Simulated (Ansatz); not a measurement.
Single points on the cluster WS2.

```yaml
crystal:
  periodic: [false, false, false]
  atoms:
    - {symbol: W, position_ang: [0.826907, 0.100798, 0.013119]}
    - {symbol: S, position_ang: [-0.218560, -1.694948, 0.344406]}
    - {symbol: S, position_ang: [-0.608357, 1.594150, -0.357525]}
basis:
  gaussian: {orbitals: def2-TZVPD, initial_orbitals: start.molden}
hamiltonian: {xc: pbe, dispersion: d4}
scf: {omitted_lower_state_checks: [starts]}
output: {orbitals: {seedname: orbitals}}
```

The file start.molden holds the orbitals of an earlier run on this structure, at another level or in another basis.

```sh
$ ansatz run in.yaml --threads 2 --pin off --events-out ev --progress --plain --max-ram 4352MiB
```

Output, abridged:

```
Functional definition: PBE
932 factors; their error is unknown
mean field evaluation 1: about -23489.5131 eV, gradient 1.2e1 eV
mean field evaluation 2: about -23489.6414 eV, gradient 2.1e-1 eV
mean field evaluation 4: about -23489.6275 eV, gradient 4.8e-2 eV
mean field -23489.62747911 eV, -863.2278880158 hartree, gradient 2.6e-5 eV, S^2 0.000000; 0 other end points of the search recorded, 0 dependent functions left out
reference -23489.62752741 eV, -863.2278897910 hartree; 23, 23 occupied and 112, 112 virtual orbitals, 932 factors
Total energy: -23489.73963344 eV, -863.2320096117 hartree
Checks for a lower state left out: starts
```

Hardware: 2 threads of Arm Neoverse N1 on a shared host. Wall time 3.5 s.

First input, but with `gaussian: {orbitals: def2-TZVPP, initial_orbitals: start.molden}`, `correlation: {method: ccsd_t}` and without the key `hamiltonian` (abridged; 24 s):

```
Functional definition: HF
mean field evaluation 16: about -23435.3532 eV, gradient 2.7e1 eV
mean field evaluation 32: about -23435.0838 eV, gradient 2.0e-1 eV
mean field evaluation 64: about -23434.8063 eV, gradient 3.6e-1 eV
mean field evaluation 96: about -23435.2289 eV, gradient 3.3e0 eV
mean field evaluation 128: about -23436.6955 eV, gradient 1.2e1 eV
mean field evaluation 160: about -23433.2746 eV, gradient 3.1e-3 eV
mean field -23441.40997659 eV, -861.4559274814 hartree, gradient 2.5e-6 eV, S^2 0.000000; 1 other end points of the search recorded, 0 dependent functions left out; unrestricted orbitals would lower it
determinant -23441.40997659 eV, -861.4559274814 hartree, with singles and doubles -23463.06842417 eV, -862.2518607493 hartree
determinant -23440.46026276 eV, -861.4210261416 hartree, with singles and doubles -23461.55808871 eV, -862.1963569450 hartree
10 core orbitals not correlated: weight in the atoms' cores, before any rotation towards them, 1.000 or more for the frozen orbitals, at most 0.000 for the correlated occupied ones
second order -22.38033211 eV of doubles, -0.00000000 eV of singles
cycle   1  -21.56491209 eV  change   -4.9e-1 eV  update   3.5e-2
cycle   2  -21.62007748 eV  change   -5.5e-2 eV  update   1.8e-2
[...]
cycle   4  -21.62782663 eV  change   -2.2e-2 eV  update   1.3e-2
cycle   5  -21.63548377 eV  change   -7.7e-3 eV  update   1.0e-2
cycle   6  -21.65538715 eV  change   -2.0e-2 eV  update   7.1e-3
cycle   7  -21.65930881 eV  change   -3.9e-3 eV  update   3.9e-3
cycle   8  -21.66249495 eV  change   -3.2e-3 eV  update   2.3e-3
cycle   9  -21.66176956 eV  change    7.3e-4 eV  update   1.0e-3
cycle  10  -21.66121908 eV  change    5.5e-4 eV  update   5.2e-4
cycle  11  -21.66132964 eV  change   -1.1e-4 eV  update   2.1e-4
cycle  12  -21.66117030 eV  change    1.6e-4 eV  update   9.4e-5
cycle  13  -21.66127194 eV  change   -1.0e-4 eV  update   4.4e-5
cycle  14  -21.66124795 eV  change    2.4e-5 eV  update   2.2e-5
perturbative correction -1.71555641 eV, -0.0630455353 hartree
Total energy: -23464.78678096 eV, -862.3150091964 hartree
Checks for a lower state left out: starts
```

First input, but with `gaussian: {orbitals: def2-TZVP, initial_orbitals: start.molden}`, `hamiltonian: {xc: {name: r2SCANh}, dispersion: d4}` (abridged; 7 s):

```
Functional definition: r2SCANh
mean field -23495.90877572 eV, -863.4587214088 hartree, gradient 2.0e-5 eV, S^2 0.000000
Total energy: -23495.93309651 eV, -863.4596151813 hartree
Checks for a lower state left out: starts
```

First input, but with `gaussian: {orbitals: def2-TZVP, initial_orbitals: start.molden}`, `hamiltonian: {xc: {name: BLYP}, dispersion: d4}` (abridged; 2.3 s):

```
Functional definition: BLYP
mean field -23497.57230808 eV, -863.5198550953 hartree, gradient 2.3e-5 eV, S^2 0.000000
Total energy: -23497.80446840 eV, -863.5283868297 hartree
Checks for a lower state left out: starts
```

Geometry: PBE-D4/def2-TZVP.

In the def2 sets W takes a core potential; there is no spin–orbit coupling. Correlated methods freeze 10 core orbitals; core or outer-core shells of W are correlated, in sets that lack core-valence functions. The restricted singlet is unstable towards broken spin symmetry at other levels; at PBE-D4/def2-TZVPD, r2SCANh-D4/def2-TZVP, BLYP-D4/def2-TZVP this wasn't settled. At CCSD(T)/def2-TZVPP T1 of the charge 0 singlet is large (up to 0.061), so the single-reference result is doubtful. At CCSD(T)/def2-TZVPP the restricted singlet (for correlated methods, its reference) is unstable: a solution with broken spin symmetry lies lower. At PBE0-D4/def2-TZVP a triplet of charge 0 lies 0.51 eV below the restricted singlet, each at its own geometry. The structure comes from a short search, and lower isomers may exist.
